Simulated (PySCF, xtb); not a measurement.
C3H3F4, SMILES F[CH]CC(F)(F)F (connectivity only; charge and spin as stated), charge +1, multiplicity 1. One conformer was computed; it need not be the lowest.

Harmonic wavenumbers (cm⁻¹) from GFN2-xTB (xtb 6.7.1) at its own minimum, in rising order: 53, 80, 188, 306, 341, 418, 480, 496, 564, 730, 850, 882, 960, 1027, 1141, 1181, 1192, 1202, 1230, 1322, 1478, 2807, 2910, 2952.

Q: What does PBE0-D3(BJ)/def2-SVP in PySCF give at its own minimum? (The exact figures need the calculation; the answer reports its results.)

A: 66, 97, 175, 344, 374, 426, 538, 573, 628, 726, 883, 950, 1122, 1192, 1237, 1258, 1310, 1337, 1348, 1406, 1626, 2919, 3140, 3156. Paired by order, the mean absolute difference is 86 cm⁻¹ and the zero-point energies are 35.4 and 38.4 kcal/mol.
